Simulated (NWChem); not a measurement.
# Se, triplet

Results from NWChem. Spin-unrestricted. The open p shell is one determinant without spherical averaging. No stability test was run on the SCF state. Total energies compare along this basis series because the functional is fixed.

```tsv
level	basis functions	energy (Ha)	highest occupied level (eV)	lowest empty minus highest occupied level, either spin (eV)
PBE/3-21G	22	-2389.7414	-5.09	0.14
PBE/pcseg-1	27	-2400.8599	-5.54	0.17
PBE/aug-pcseg-1	36	-2400.8620	-5.75	0.18
PBE/pcseg-2	43	-2401.1754	-5.72	0.31
PBE/def2-TZVPP	48	-2401.1249	-5.69	0.31
PBE/def2-QZVP	75	-2401.1781	-5.73	0.33
```
